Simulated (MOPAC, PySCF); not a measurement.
H$_{2}$Mg, SMILES `[MgH2]`, neutral singlet in the gas phase. 

Cartesian coordinates (Å):
```xyz
3

Mg     0.0000     0.0000     0.0000
H     -1.7059    -0.0004     0.0000
H      1.7059     0.0004     0.0000
```
Charge 0, multiplicity 1.

All levels are single points at this geometry (PBE0-D3(BJ)/def2-TZVP); Pople sets use spherical d functions. Orbital energies aren't observables, and empty levels follow the basis.

| level | HOMO (eV) | LUMO (eV) | gap (eV) | dipole (D) | vertical IE, Delta-SCF (eV) |
|---|---|---|---|---|---|
| PBE-D3(BJ)/def2-TZVP in PySCF | -6.04 | -1.16 | 4.88 | 0.00 | 9.40 |
| TPSSh-D3(BJ)/def2-TZVP in PySCF | -6.69 | -0.71 | 5.98 | 0.00 | 9.50 |
| B3LYP/3-21G in PySCF | -7.12 | -0.85 | 6.27 | 0.00 | – |
| B3LYP/6-311+G** in PySCF | -7.05 | -0.89 | 6.16 | 0.00 | – |
| B3LYP/6-31G* in PySCF | -7.06 | -0.82 | 6.24 | 0.00 | 9.68 |
| B3LYP/LANL2DZ in PySCF | -7.13 | -0.82 | 6.31 | 0.00 | – |
| PBE/6-31G* in PySCF | -6.07 | -1.21 | 4.86 | 0.00 | 9.45 |
| SVWN5/6-31G* in PySCF | -6.10 | -1.37 | 4.73 | 0.00 | 9.49 |
| HF/3-21G in PySCF | -10.13 | 1.36 | 11.48 | 0.00 | – |
| HF/6-31G* in PySCF | -10.08 | 1.31 | 11.39 | 0.00 | – |
| HF/STO-3G in PySCF | -6.65 | 11.64 | 18.29 | 0.00 | – |
| PM3 in MOPAC | -10.56 | -0.76 | 9.80 | 0.00 | – |
| PM7 in MOPAC | -7.96 | 2.38 | 10.35 | 0.00 | – |
